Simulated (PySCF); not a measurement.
PBE0 on Rh⁻ (rhodium, charge -1), [Kr] 4d8 5s2, high-spin 3F determinant. All numbers are calculated (PySCF 2.14, the spin-free X2C one-electron Hamiltonian (Gaussian nucleus), in aug-cc-pVTZ-DK).

```
cycle= 1 E= -4783.18362762711  delta_E= -0.0185  |g|= 0.0365  |ddm|= 0.683
cycle= 2 E= -4783.18424713564  delta_E= -0.00062  |g|= 0.0122  |ddm|= 0.0987
cycle= 3 E= -4783.18431598257  delta_E= -6.88e-05  |g|= 0.00381  |ddm|= 0.0397
cycle= 4 E= -4783.18433547998  delta_E= -1.95e-05  |g|= 0.00333  |ddm|= 0.0251
cycle= 5 E= -4783.18434365743  delta_E= -8.18e-06  |g|= 0.000494  |ddm|= 0.011
cycle= 6 E= -4783.18434486505  delta_E= -1.21e-06  |g|= 0.000218  |ddm|= 0.00882
cycle= 7 E= -4783.18434491253  delta_E= -4.75e-08  |g|= 7.13e-06  |ddm|= 0.00127
cycle= 8 E= -4783.18434491262  delta_E= -9.55e-11  |g|= 6.75e-07  |ddm|= 5.46e-05
converged SCF energy = -4783.18434491262  <S^2> = 2.0175627  2S+1 = 3.0116857
```

Highest occupied orbital energy: 0.561 eV; ⟨L²⟩ = 12.02; populations by l: s 10.00, p 18.00, d 18.00, f 0.00.

Q: Can this result be used?

A: With care. The run converged. At PBE0 the highest occupied level has a positive energy, so only the finite basis holds that electron; in a semilocal or global hybrid functional this comes from self-interaction and does not mean that the real anion is unbound.
